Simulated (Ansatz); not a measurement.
Compare A (`N[SiH2]C(Cl)Cl`) with its isomer B (`N[SiH](Cl)CCl`).

Isolated molecules relaxed with PBE0-D4/def2-TZVP in Ansatz; ΔE leaves out vibrations. CBS: MP2 limit from def2 TZ/QZ plus the TZ coupled-cluster correction, frozen cores. DFT in def2-TZVPP. B3LYP here is the variant with VWN-RPA as its local correlation; programs differ in this. Each species was taken in one conformer, which may not be the lowest.

Problem. Which isomer does CCSD(T)/CBS put lower? Give the gap. (Estimate.)

Solution. The calculation gave: B, by 182.0 kJ/mol.

Problem. Give E(B) − E(A) in kJ/mol with B3LYP-D4, B2PLYP, PBE-D4, PBE0-D4, CCSD/def2-TZVPP, CCSD(T)/def2-TZVPP, r2SCAN-D4. (Best estimate.)

Solution. Computed: B3LYP-D4 -180.2, B2PLYP -181.6, PBE-D4 -174.0, PBE0-D4 -182.1, CCSD/def2-TZVPP -183.9, CCSD(T)/def2-TZVPP -181.0, r2SCAN-D4 -183.7. None reverses the order clearly.

Largest T1 diagnostic: 0.010.

From PBE to PBE0 (25 % exact exchange), in def2-TZVPP and without D4, E(B) − E(A) moves by −8.1 kJ/mol. In def2-TZVPP, CCSD(T) changes the Hartree–Fock value by +12.0 kJ/mol (the triples alone add +2.9 kJ/mol) and MP2 by +8.5 kJ/mol.
